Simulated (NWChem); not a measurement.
System: GeF$_{2}$, singlet; SMILES [F][Ge][F]

Here is an NWChem input.

```
start job
memory heap 200 mb stack 900 mb global 1100 mb
geometry units angstroms noautoz
  Ge     0.000000     0.000000     0.396074
  F     -1.310516     0.000000    -0.759382
  F      1.310516     0.000000    -0.759382
end
basis spherical
  Ge library def2-tzvp
  F library def2-tzvp
end
dft
  xc xpbe96 cpbe96
  iterations 200
  convergence nolevelshifting
end
task dft gradient
```

Excerpt of the output:

```
             Northwest Computational Chemistry Package (NWChem) 7.3.0
             --------------------------------------------------------

 C2V symmetry detected

                             Geometry "geometry" -> ""
                             -------------------------

 Output coordinates in angstroms (scale by  1.889725989 to convert to a.u.)

  No.       Tag          Charge          X              Y              Z
 ---- ---------------- ---------- -------------- -------------- --------------
    1 Ge                  32.0000     0.00000000     0.00000000     0.41596416
    2 F                    9.0000    -1.31051600     0.00000000    -0.73949184
    3 F                    9.0000     1.31051600     0.00000000    -0.73949184

 Effective nuclear repulsion energy (a.u.)     190.8127167508

      Symmetry information
      --------------------

 Group name             C2v
 Group number             16
 Group order               4
 No. of unique centers     2

  pbe96 is a nonlocal functional; adding pw91lda local functional.

                                 NWChem DFT Module
                                 -----------------

 Summary of "ao basis" -> "ao basis" (spherical)
 ------------------------------------------------------------------------------
       Tag                 Description            Shells   Functions and Types
 ---------------- ------------------------------  ------  ---------------------
 Ge                        def2-tzvp                16       48   6s5p4d1f
 F                         def2-tzvp                11       31   5s3p2d1f

      Symmetry analysis of basis
      --------------------------

        a1         42
        a2         15
        b1         32
        b2         21

            General Information
            -------------------
          SCF calculation type: DFT
          Wavefunction type:  closed shell.
          No. of atoms     :     3
          No. of electrons :    50
           Alpha electrons :    25
            Beta electrons :    25
          Charge           :     0
          Spin multiplicity:     1
          Use of symmetry is: on ; symmetry adaption is: on
          Maximum number of iterations: 200
          AO basis - number of functions:   110
                     number of shells:    38
          Convergence on energy requested:  1.00D-06
          Convergence on density requested:  1.00D-05
          Convergence on gradient requested:  5.00D-04

              XC Information
              --------------
          PerdewBurkeErnzerhof Exchange Functional  1.000
            Perdew 1991 LDA Correlation Functional  1.000 local
           PerdewBurkeErnz. Correlation Functional  1.000 non-local

             Grid Information
             ----------------
          Grid used for XC integration:  medium
          Radial quadrature: Mura-Knowles
          Angular quadrature: Lebedev.
          Tag              B.-S. Rad. Rad. Pts. Rad. Cut. Ang. Pts.
          ---              ---------- --------- --------- ---------
          Ge                  1.25      112           6.0       590
          F                   0.50       49           7.0       434
          Grid pruning is: on
          Number of quadrature shells:   161
          Spatial weights used:  Erf1

      Superposition of Atomic Density Guess
      -------------------------------------

 Sum of atomic energies:       -2274.14221908

      Non-variational initial energy
      ------------------------------

 Total energy =   -2274.133853
 1-e energy   =   -3554.336478
 2-e energy   =    1089.389908
 HOMO         =      -0.346694
 LUMO         =      -0.034443

      Symmetry analysis of molecular orbitals - initial
      -------------------------------------------------

  Numbering of irreducible representations:

     1 a1          2 a2          3 b1          4 b2

  Orbital symmetries:

     1 a1          2 a1          3 b1          4 a1          5 b2
     6 a1          7 b1          8 a1          9 b1         10 a1
    11 b2         12 a1         13 b1         14 a1         15 a2
    16 b2         17 a1         18 b1         19 a1         20 b1
    21 a1         22 b2         23 a2         24 b1         25 a1
    26 b2         27 b1         28 a1         29 a1         30 b2
    31 a2         32 a1         33 b1         34 a1         35 b2

   convergence    iter        energy       DeltaE   RMS-Dens  Diis-err
 ---------------- ----- ----------------- --------- --------- ---------
 d= 0,ls=0.0,diis     1  -2276.2198673535 -2.47D+03  1.70D-02  1.68D+00
 d= 0,ls=0.0,diis     2  -2275.2173777495  1.00D+00  1.17D-02  1.23D+01
 d= 0,ls=0.0,diis     3  -2276.3615208232 -1.14D+00  1.06D-03  9.72D-02
 d= 0,ls=0.0,diis     4  -2276.3641569685 -2.64D-03  4.77D-04  4.25D-02
 d= 0,ls=0.0,diis     5  -2276.3654094559 -1.25D-03  1.68D-04  6.91D-04
  Resetting Diis
 d= 0,ls=0.0,diis     6  -2276.3654552494 -4.58D-05  1.55D-05  5.73D-06
 d= 0,ls=0.0,diis     7  -2276.3654556189 -3.69D-07  1.34D-05  7.74D-07
 d= 0,ls=0.0,diis     8  -2276.3654552369  3.82D-07  7.05D-06  5.60D-06

         Total DFT energy =    -2276.365455236868
      One electron energy =    -3553.641729540782
           Coulomb energy =     1185.942372264026
    Exchange-Corr. energy =      -99.478814710949
 Nuclear repulsion energy =      190.812716750837

 Numeric. integr. density =       49.999992833997

                  Occupations of the irreducible representations
                  ----------------------------------------------

                     irrep           alpha         beta
                     --------     --------     --------
                     a1               12.0         12.0
                     a2                2.0          2.0
                     b1                7.0          7.0
                     b2                4.0          4.0

                       DFT Final Molecular Orbital Analysis
                       ------------------------------------

 Vector   23  Occ=2.000000D+00  E=-3.498889D-01  Symmetry=a2
              MO Center=  6.1D-16, -4.0D-15, -7.1D-01, r^2= 2.2D+00
   Bfn.  Coefficient  Atom+Function         Bfn.  Coefficient  Atom+Function
  ----- ------------  ---------------      ----- ------------  ---------------
    55      0.354952  2 F  py                86     -0.354952  3 F  py
    58      0.283997  2 F  py                89     -0.283997  3 F  py
    61      0.197828  2 F  py                92     -0.197828  3 F  py
    22      0.060312  1 Ge d -2              37     -0.039183  1 Ge d -2
    32     -0.028759  1 Ge d -2              43      0.026631  1 Ge f -2

 Vector   24  Occ=2.000000D+00  E=-3.352310D-01  Symmetry=b1
              MO Center=  4.7D-16,  6.2D-15, -7.0D-01, r^2= 2.3D+00
   Bfn.  Coefficient  Atom+Function         Bfn.  Coefficient  Atom+Function
  ----- ------------  ---------------      ----- ------------  ---------------
    54      0.310198  2 F  px                85      0.310198  3 F  px
    57      0.246465  2 F  px                88      0.246465  3 F  px
    56     -0.187515  2 F  pz                87      0.187515  3 F  pz
    60      0.171857  2 F  px                91      0.171857  3 F  px
    59     -0.152613  2 F  pz                90      0.152613  3 F  pz

 Vector   25  Occ=2.000000D+00  E=-2.809589D-01  Symmetry=a1
              MO Center=  4.2D-16, -3.9D-15,  3.3D-01, r^2= 2.5D+00
   Bfn.  Coefficient  Atom+Function         Bfn.  Coefficient  Atom+Function
  ----- ------------  ---------------      ----- ------------  ---------------
     6      0.526167  1 Ge s                  5      0.405895  1 Ge s
    18      0.259560  1 Ge pz                56     -0.231942  2 F  pz
    87     -0.231942  3 F  pz                 4     -0.195802  1 Ge s
    59     -0.182866  2 F  pz                90     -0.182866  3 F  pz
     3     -0.157466  1 Ge s                 62     -0.144018  2 F  pz

 Vector   26  Occ=0.000000D+00  E=-1.232198D-01  Symmetry=b2
              MO Center= -8.6D-15,  5.2D-15,  4.5D-01, r^2= 2.6D+00
   Bfn.  Coefficient  Atom+Function         Bfn.  Coefficient  Atom+Function
  ----- ------------  ---------------      ----- ------------  ---------------
    20      0.610183  1 Ge py                17      0.525955  1 Ge py
    11     -0.221630  1 Ge py                55     -0.152799  2 F  py
    86     -0.152799  3 F  py                61     -0.125764  2 F  py
    92     -0.125764  3 F  py                58     -0.116971  2 F  py
    89     -0.116971  3 F  py                 8      0.084602  1 Ge py

 Vector   27  Occ=0.000000D+00  E=-2.813131D-02  Symmetry=b1
              MO Center= -6.4D-15, -2.2D-15,  7.1D-01, r^2= 3.3D+00
   Bfn.  Coefficient  Atom+Function         Bfn.  Coefficient  Atom+Function
  ----- ------------  ---------------      ----- ------------  ---------------
    19      0.888349  1 Ge px                16      0.412487  1 Ge px
    53      0.245327  2 F  s                 84     -0.245327  3 F  s
    10     -0.172977  1 Ge px                62      0.154043  2 F  pz
    93     -0.154043  3 F  pz                40     -0.143095  1 Ge d  1
    56      0.143649  2 F  pz                87     -0.143649  3 F  pz

 Vector   28  Occ=0.000000D+00  E=-1.151832D-03  Symmetry=a1
              MO Center= -4.5D-14, -3.9D-15,  3.2D-01, r^2= 3.6D+00
   Bfn.  Coefficient  Atom+Function         Bfn.  Coefficient  Atom+Function
  ----- ------------  ---------------      ----- ------------  ---------------
    21      0.928007  1 Ge pz                 6     -0.524228  1 Ge s
    18      0.356405  1 Ge pz                53      0.346832  2 F  s
    84      0.346832  3 F  s                  5     -0.241599  1 Ge s
    60      0.194058  2 F  px                91     -0.194058  3 F  px
    39      0.152463  1 Ge d  0              54      0.149665  2 F  px

     Multipole analysis of the density
     ---------------------------------

     L   x y z        total         alpha         beta         nuclear
     -   - - -        -----         -----         ----         -------
     0   0 0 0     -0.000000    -25.000000    -25.000000     50.000000

     1   1 0 0     -0.000000     -0.000000     -0.000000      0.000000
     1   0 1 0      0.000000      0.000000      0.000000      0.000000
     1   0 0 1      0.909282      0.454641      0.454641      0.000000

     2   2 0 0    -22.342754    -66.369567    -66.369567    110.396380
     2   1 1 0     -0.000000     -0.000000     -0.000000      0.000000
     2   1 0 1      0.000000      0.000000      0.000000      0.000000
     2   0 2 0    -17.571136     -8.785568     -8.785568      0.000000
     2   0 1 1     -0.000000     -0.000000     -0.000000      0.000000
     2   0 0 2    -20.562389    -37.742867    -37.742867     54.923344

            General Information
            -------------------
          SCF calculation type: DFT
          Wavefunction type:  closed shell.
          No. of atoms     :     3
          No. of electrons :    50
           Alpha electrons :    25
            Beta electrons :    25
          Charge           :     0
          Spin multiplicity:     1
          Use of symmetry is: on ; symmetry adaption is: on
          Maximum number of iterations: 200
          AO basis - number of functions:   110
                     number of shells:    38
          Convergence on energy requested:  1.00D-06
          Convergence on density requested:  1.00D-05
          Convergence on gradient requested:  5.00D-04

              XC Information
              --------------
          PerdewBurkeErnzerhof Exchange Functional  1.000
            Perdew 1991 LDA Correlation Functional  1.000 local
           PerdewBurkeErnz. Correlation Functional  1.000 non-local

             Grid Information
             ----------------
          Grid used for XC integration:  medium
          Radial quadrature: Mura-Knowles
          Angular quadrature: Lebedev.
          Tag              B.-S. Rad. Rad. Pts. Rad. Cut. Ang. Pts.
          ---              ---------- --------- --------- ---------
          Ge                  1.25      112           6.0       590
          F                   0.50       49           7.0       434
          Grid pruning is: on
          Number of quadrature shells:   161
          Spatial weights used:  Erf1

          Convergence Information
          -----------------------
          Convergence aids based upon iterative change in
          total energy or number of iterations.
          Levelshifting, if invoked, occurs when the
          HOMO/LUMO gap drops below (HL_TOL):  1.00D-02
          DIIS, if invoked, will attempt to extrapolate
          using up to (NFOCK): 10 stored Fock matrices.

                    Damping( 0%)  Levelshifting(0.0)       DIIS
                  --------------- ------------------- ---------------
          dE  on:    start             N/A                start
          dE off:    2 iters           N/A              200 iters

                            NWChem DFT Gradient Module
                            --------------------------

  charge          =   0.00
  wavefunction    = closed shell

  Using symmetry

                         DFT ENERGY GRADIENTS

    atom               coordinates                        gradient
                 x          y          z           x          y          z
   1 Ge      0.000000   0.000000   0.786058    0.000000   0.000000  -0.015621
   2 F      -2.476516   0.000000  -1.397437    0.009916   0.000000   0.007811
   3 F       2.476516   0.000000  -1.397437   -0.009916   0.000000   0.007811
```

Level: PBE/def2-TZVP. Low-valent species are run as closed-shell singlets; no triplet was tried in these runs. Geometry: optimised at PBE0/def2-SVP.
